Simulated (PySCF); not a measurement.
CH4Cl2Ge. Atoms are numbered in the order given.

```xyz
8

Ge    -0.3721    -0.2862     0.0000
C      0.5521    -1.9813     0.0000
Cl     0.2442     0.8319     1.7454
Cl     0.2442     0.8319    -1.7454
H     -1.9023    -0.3282     0.0000
H      0.2800    -2.5542     0.8987
H      0.2800    -2.5542    -0.8987
H      1.6362    -1.8002     0.0000
```

Coordinates come from a r2SCAN-D4/def2-SVP optimisation.

Calculation: PySCF with ωB97X/def2-TZVP.

Gas-phase values at a fixed geometry.

| Quantity | Result |
|---|---|
| total energy | -3038.09034 hartree |
| point group | Cs |
| highest occupied level | -11.15 eV |
| lowest empty level | 1.70 eV |
| orbital gap | 12.85 eV |
| dipole moment | 0.588 e·Å |
| quadrupole, principal values (traceless, Buckingham form, about the centre of nuclear charge) | -5.29, 2.01, 3.28 D·Å |
| mean static polarisability | 63.6 bohr³ (9.42 Å³) |
| polarisability, principal values | 54.8, 65.1, 70.9 bohr³ |
